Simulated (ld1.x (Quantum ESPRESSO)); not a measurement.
The numbers below are computed, except where a source is named.
**Pseudopotentials across the periodic table**

Generated with ld1.x 7.5 (TM, RRKJ, ultrasoft, PAW), atompaw 4.2 or ONCVPSP 4.0.1. The cutoff is in Ry: for ld1.x and atompaw files where the sum of valence levels is converged to 10 mRy in a Bessel basis, for ONCV files where the hardest occupied wave has 1 mHa per electron of residual kinetic energy. The error is the largest all-electron minus pseudo excitation energy over each file’s own four to seven test configurations (ionisations up to +4, promotions, holes and added fractions of an electron), all of which were solved. The labels leave out finer settings (local radius, basis sizes, second energies), which also bear on the numbers. Spin-polarised tests are not counted. The rows are a selection from randomly drawn settings: files with unsolved tests, undetermined cutoffs or missed reference levels are left out.

```tsv
element	potential	cutoff (Ry)	largest error (meV)	bound ghosts
Cu	ultrasoft, LDA (PZ), scalar-relativistic, rc 1.10/1.30/0.95 (spd), local smoothed, core correction yes, reference 3s2 3p6 3d10 4s1 4p0	160	-84	none
Zn	TM semilocal, PW91, scalar-relativistic, rc 2.20/1.90/2.15 (spd), local s, core correction yes, reference 4s1 4p0	10	-105	none
Se	ultrasoft, PBE, scalar-relativistic, rc 1.55/1.75/1.55 (spd), local smoothed, core correction yes, reference 4s2 4p4	15	-63	none
Nb	RRKJ, PBE, non-relativistic, rc 1.30/2.15/2.05 (spd), local d, core correction no, reference 4s2 4p6 4d5 5s0 5p0	90	-54	none
```

Question: Fill in the row for Ar: PAW, PBEsol, scalar-relativistic, rc 1.30/1.20/1.10 (spd), local smoothed, core correction yes, reference 3s2 3p6.

Answer: cutoff 30 Ry, largest error -72 meV, bound ghosts: none.

Question: Fill in the row for Au: PAW, LDA (PZ), scalar-relativistic, rc 1.55/1.60/1.75 (spd), local smoothed, core correction yes, reference 5s2 5p6 5d9 6s0 6p0.

Answer: cutoff 45 Ry, largest error +75 meV, bound ghosts: none.
